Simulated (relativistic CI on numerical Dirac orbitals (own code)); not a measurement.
**Nb I: calculation against measurement**

Computed by Dirac-Coulomb-Breit CI, KLI orbitals optimised for each configuration, model QED (radiative potential, 1s self-energy scaled to tabulated hydrogen-like ionisation energies), valence Slater integrals scaled by 0.85, P86 correlation estimate, and configurations built on the next ion tied to the tabulated ionisation energy (semi-empirical) (own radial code, finite nucleus).

CI space (outside the closed core [Kr]): 4d4.5s, 4d3.5s2, 4d4.5p, 4d3.5s.5p, 4d5, 4d4.5d, 4d4.6s, 4d4.4f, 4d4.5f, 4d2.5s2.5p, 4d2.5s.5p2, 4d3.5s.4f, 4d3.5s.6p, 4d3.5s.6s, 4d3.5p2, 4d3.5s.7s, 4d3.5s.5d, 4d3.5s.6d, 4d4.6p, 4d3.5s.7p, 4d2.5s2.5d, 4d3.5s.5g, 4d3.5s.5f, 4d4.7s. Levels of other configurations are missing.

```csv
Configuration,Term (tabulated),J,Measured (cm⁻¹),Computed,Error,Purity (%)
4d4.5s,a 6D,1/2,0.0,0,0,97
4d4.5s,a 6D,3/2,154.2,124,-30,98
4d4.5s,a 6D,5/2,392.0,322,-70,98
4d4.5s,a 6D,7/2,695.2,584,-111,98
4d4.5s,a 6D,9/2,1050.3,900,-150,97
4d3.5s2,a 4F,3/2,1142.8,1786,643,86
4d3.5s2,a 4F,5/2,1586.9,2188,601,86
4d3.5s2,a 4F,7/2,2154.1,2713,558,85
4d3.5s2,a 4F,9/2,2805.4,3329,524,84
4d4.5s,a 4D,1/2,8410.9,9502,1091,86
4d4.5s,a 4D,3/2,8705.3,9735,1030,87
4d4.5s,a 4D,5/2,9043.1,10050,1007,87
4d4.5s,a 4D,7/2,9497.5,10465,967,87
4d4.5p,y 6F°,1/2,23984.9,25192,1207,92
4d4.5p,y 6F°,3/2,24164.8,25339,1174,92
4d4.5p,y 6F°,5/2,24396.8,25591,1195,80
4d4.5p,y 6F°,7/2,24769.9,25849,1079,92
4d4.5p,y 6F°,9/2,25199.8,26221,1021,91
4d4.5p,y 6F°,11/2,25680.4,26678,997,95
4d3.5s.5p,y 6P°,7/2,28973.1,24238,-4735,71
```

Measured levels from NIST Handbook of Basic Atomic Spectroscopic Data (Sansonetti and Martin, J. Phys. Chem. Ref. Data 34, 1559 (2005)); pairs were made by configuration, J and term (by order where the table uses no LS term), so strongly mixed levels may be paired wrongly.

Mean error by configuration (cm⁻¹): 4d4.5s 467; 4d3.5s2 582; 4d4.5p 1112; 4d3.5s.5p -4735. Over the excited levels the mean absolute error is 957 cm⁻¹ (19 of the 27 excited levels that our extract of the source holds in range could be paired, and the others can miss by more), and the median relative error of those above 1,000 cm⁻¹ is 11 %.
